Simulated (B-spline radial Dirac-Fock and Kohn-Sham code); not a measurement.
## Isotope-shift constants of the inner levels of Kr²⁺

System: the Kr²⁺ ion in the configuration [Ar] 3d10 4s2 4p4.

Model: first-order field-shift and mass-shift constants from Dirac-Fock ground and hole states with a Fermi nucleus; the mass shift has no relativistic recoil terms. Program: a B-spline atomic structure program. A binding energy shifts by δE = F·δ⟨r²⟩ + (K_N + K_S)·δ(1/M); F is taken for a change of radius at fixed skin thickness and so holds the higher radial moments.

```tsv
level	F (meV/fm²)	K_N (meV u)	K_S (meV u)
K (1s)	-15.26	-7893	3347
L1 (2s)	-1.577	-1076	-205.3
L2 (2p1/2)	0.1116	-967.1	1157
L3 (2p3/2)	0.1244	-937.6	1082
M1 (3s)	-0.2535	-177.6	-90.42
M2 (3p1/2)	0.02460	-138.6	132.2
M3 (3p3/2)	0.02683	-134.1	113.7
M4 (3d3/2)	0.02116	-66.26	103.4
M5 (3d5/2)	0.02093	-65.55	101.8
```

Line shifts in meV from A = 84 (mass 83.9115 u, rms radius 4.1884 fm); radii from Angeli and Marinova (2013).

```tsv
A	mass (u)	radius (fm)	Kα1	Kα2	Kβ1	Lα1
72	71.9421	4.1635	-6.10	-6.19	-5.79	+0.19
74	73.9331	4.187	-7.36	-7.44	-7.10	+0.17
75	74.9309	4.2097	-9.45	-9.51	-9.20	+0.17
78	77.9204	4.2038	-6.29	-6.33	-6.12	+0.11
80	79.9164	4.197	?	?	?	?
82	81.9135	4.1919	-1.81	-1.83	-1.76	+0.03
85	84.9125	4.1846	+1.15	+1.15	+1.12	-0.02
89	88.9178	4.2286	-2.06	-2.02	-2.13	-0.04
90	89.9195	4.2423	-3.25	-3.21	-3.34	-0.04
92	91.9262	4.2724	-6.06	-6.00	-6.16	-0.04
```

Question: What are the shifts for A = 80?

Answer: Kα1 -3.90 meV (field -1.11, mass -2.79); Kα2 -3.93 meV (field -1.11, mass -2.82); Kβ1 -3.80 meV (field -1.10, mass -2.70); Lα1 +0.07 meV (field +0.01, mass +0.06).

Values without a named source are computed, but for edge energies of neutral atoms, which are taken from tables.
